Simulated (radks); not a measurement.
The numbers below are computed, except where a source is named.
Orbital eigenvalues (eV) of the rubidium ion Rb14+, [Ar] 3d5, at several levels of relativity; Dirac values are averaged over j with weights 2j + 1. Spin-unpolarised spherical Kohn-Sham, BLYP, point nucleus unless stated (finite: rms radius 4.2036 fm), a radial shooting solver on a logarithmic mesh with Libxc functionals. A level marked "c x" has the speed of light scaled by that factor and shares open shells by 2j + 1; other Dirac levels either fill j = l - 1/2 first or share by 2j + 1.

| shell | non-rel. | scalar-rel., finite nucleus | Dirac, 2j+1 shares | Dirac, 2j+1 shares, finite nucleus | change of magnitude, last against first (%) |
|---|---|---|---|---|---|
| 1s | -15164 | -15455 | -15450 | -15449 | +1.88 |
| 2s | -2359.0 | -2426.0 | -2424.9 | -2424.9 | +2.79 |
| 2p | -2181.8 | -2199.4 | -2199.0 | -2199.0 | +0.79 |
| 3s | -651.08 | -665.04 | -664.86 | -664.86 | +2.12 |
| 3p | -587.22 | -591.43 | -591.40 | -591.40 | +0.71 |
| 3d | -475.93 | -474.45 | -474.35 | -474.35 | -0.33 |
